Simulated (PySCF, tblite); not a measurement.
Isomers of C6H13NOS, one GFN2-xTB conformer each. Single-point energies are computed at PBE0/pcSseg-1 (PySCF, gas phase, no added dispersion term), electronic only.

| SMILES | GFN2-xTB relative energy (kcal/mol) |
| --- | --- |
| C[S@](=O)C1CCNCC1 | 0.7 |
| CN[C@H]1CC[S@](=O)CC1 | 0.0 |

Conformers: `[CH3:1][S@:2](=[O:3])[CH:4]1[CH2:5][CH2:6][NH:7][CH2:8][CH2:9]1` with C1–S2–C4–C5 155°, S2–C4–C5–C6 67°, C4–C5–C6–N7 57°, C5–C6–N7–C8 -64°, C6–N7–C8–C9 64°; `[CH3:1][NH:2][C@H:3]1[CH2:4][CH2:5][S@:6](=[O:7])[CH2:8][CH2:9]1` with C1–N2–C3–C4 72°, N2–C3–C4–C5 57°, C3–C4–C5–S6 69°, C4–C5–S6–O7 46°, C5–S6–C8–C9 61°.

Q: What does PBE0/pcSseg-1 give for the same structures?

A: 
| SMILES | PBE0/pcSseg-1 E (Eh) | PBE0/pcSseg-1 (kcal/mol) | GFN2-xTB (kcal/mol) | point group |
| --- | --- | --- | --- | --- |
| CN[C@H]1CC[S@](=O)CC1 | -763.95752 | 0.0 | 0.0 | C1 |
| C[S@](=O)C1CCNCC1 | -763.95105 | 4.1 | 0.7 | C1 |

Both levels put the same isomer lowest. 

Q: Which frontier levels, dipoles and rotational constants go with these structures?

A: 
| SMILES | HOMO (eV, PBE0/pcSseg-1) | LUMO (eV) | dipole (D) | A, B, C (MHz) |
| --- | --- | --- | --- | --- |
| CN[C@H]1CC[S@](=O)CC1 | -6.42 | 1.00 | 4.24 | 2759, 972.7, 885.3 |
| C[S@](=O)C1CCNCC1 | -6.25 | 0.95 | 3.28 | 2418, 1085, 912.5 |

Q: What happens when harmonic zero-point energies from GFN2-xTB frequencies are added?

A: 
| SMILES | ZPE (kcal/mol) | electronic (kcal/mol) | with ZPE (kcal/mol) |
| --- | --- | --- | --- |
| CN[C@H]1CC[S@](=O)CC1 | 117.7 | 0.0 | 0.0 |
| C[S@](=O)C1CCNCC1 | 117.3 | 4.1 | 3.7 |

The zero-point energies span 0.4 kcal/mol. The order is unchanged.

Q: As an exercise, what shares would exp(−E/RT) give at 2000 K from these electronic energies alone (no entropy, no degeneracies)?

A: RT = 3.974 kcal/mol: CN[C@H]1CC[S@](=O)CC1 73.5 %, C[S@](=O)C1CCNCC1 26.5 %.
